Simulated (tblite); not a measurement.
Species: C3H7NO2Si2.
Atom-mapped SMILES: `[CH3:1][C:2]1=[N:3][Si@@H:4]([O:5][SiH3:6])[C:7]1=[O:8]` (hydrogens: H9, H10, H11 on C1; H12 on Si4; H13, H14, H15 on Si6)

Computed with GFN2-xTB (tblite), gas phase: L-BFGS steps from a force-field or distance-geometry start until the largest atomic force falls under 0.01 eV/Å.

At the end of the run (lengths in Å): Si4–C7 1.944, Si4–H12 1.446, Si4–O5 1.602, C7=O8 1.206, Si6–H13 1.460, Si6–H15 1.460, O5–Si6 1.633, Si4–O5–Si6 162.5°, N3–Si4–O5 118.8°, C2–C7–O8 129.6°, Si4–C7–O8 140.7°, C1–C2–N3–Si4 -172°, C2–N3–Si4–O5 -125°, N3–Si4–O5–Si6 28°, H12–Si4–O5–Si6 159°, H13–Si6–O5–Si4 166°.

Question: These geometries were met on the way; a selection of coordinates is given. Order them by energy above the end point, lowest first.
A. Si4–C7 1.920, Si4–H12 1.433, Si4–O5 1.616, C7=O8 1.212, Si6–H13 1.465, Si6–H15 1.464, O5–Si6 1.640, Si4–O5–Si6 140.9°, N3–Si4–O5 111.0°, C2–C7–O8 134.4°, Si4–C7–O8 140.5°, C1–C2–N3–Si4 180°, C2–N3–Si4–O5 -112°, N3–Si4–O5–Si6 150°, H12–Si4–O5–Si6 -77°, H13–Si6–O5–Si4 52°
B. Si4–C7 1.893, Si4–H12 1.444, Si4–O5 1.596, C7=O8 1.176, Si6–H13 1.480, Si6–H15 1.478, O5–Si6 1.657, Si4–O5–Si6 139.2°, N3–Si4–O5 109.5°, C2–C7–O8 136.6°, Si4–C7–O8 138.0°, C1–C2–N3–Si4 180°, C2–N3–Si4–O5 -114°, N3–Si4–O5–Si6 152°, H12–Si4–O5–Si6 -81°, H13–Si6–O5–Si4 52°
C. Si4–C7 1.766, Si4–H12 1.496, Si4–O5 1.638, C7=O8 1.197, Si6–H13 1.489, Si6–H15 1.487, O5–Si6 1.657, Si4–O5–Si6 137.7°, N3–Si4–O5 108.4°, C2–C7–O8 133.9°, Si4–C7–O8 138.9°, C1–C2–N3–Si4 -179°, C2–N3–Si4–O5 -118°, N3–Si4–O5–Si6 153°, H12–Si4–O5–Si6 -86°, H13–Si6–O5–Si4 56°
D. Si4–C7 1.941, Si4–H12 1.455, Si4–O5 1.611, C7=O8 1.207, Si6–H13 1.457, Si6–H15 1.457, O5–Si6 1.642, Si4–O5–Si6 144.1°, N3–Si4–O5 114.2°, C2–C7–O8 130.0°, Si4–C7–O8 146.5°, C1–C2–N3–Si4 180°, C2–N3–Si4–O5 -111°, N3–Si4–O5–Si6 145°, H12–Si4–O5–Si6 -76°, H13–Si6–O5–Si4 54°
E. Si4–C7 1.944, Si4–H12 1.449, Si4–O5 1.608, C7=O8 1.203, Si6–H13 1.459, Si6–H15 1.455, O5–Si6 1.635, Si4–O5–Si6 145.8°, N3–Si4–O5 114.6°, C2–C7–O8 131.0°, Si4–C7–O8 144.9°, C1–C2–N3–Si4 -179°, C2–N3–Si4–O5 -115°, N3–Si4–O5–Si6 140°, H12–Si4–O5–Si6 -84°, H13–Si6–O5–Si4 60°

Answer: E (0.059 eV), D (0.097 eV), A (0.164 eV), B (0.291 eV), C (0.629 eV).

| step | E above end (eV) | rms distance from the end, all atoms (Å) | largest force (eV/Å) | rms shift of all bonds from the end (Å) |
| --- | --- | --- | --- | --- |
| 13 | 0.059 | 0.386 | 0.114 | 0.003 |
| 7 | 0.097 | 0.406 | 0.250 | 0.005 |
| 3 | 0.164 | 0.415 | 0.928 | 0.009 |
| 1 | 0.291 | 0.418 | 2.717 | 0.019 |
| 0 | 0.629 | 0.421 | 5.733 | 0.051 |

Rows stand in the order of the answer.
